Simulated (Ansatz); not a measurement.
A run for Ansatz (a first-principles code): R-SVWN5/def2-TZVPP on H2 (SMILES [H][H]).

Ansatz 0.2 input:
```yaml
crystal:
  periodic: [false, false, false]
  atoms:
    - {symbol: H, position_ang: [0.00000000, 0.00000000, 0.37198582]}
    - {symbol: H, position_ang: [-0.00000000, -0.00000000, -0.37198582]}
basis:
  gaussian:
    orbitals: def2-TZVPP
hamiltonian:
  xc: {name: SVWN5}
scf: {lower_state_search: off}
```

Predict the final total energy.

-1.1370 hartree.
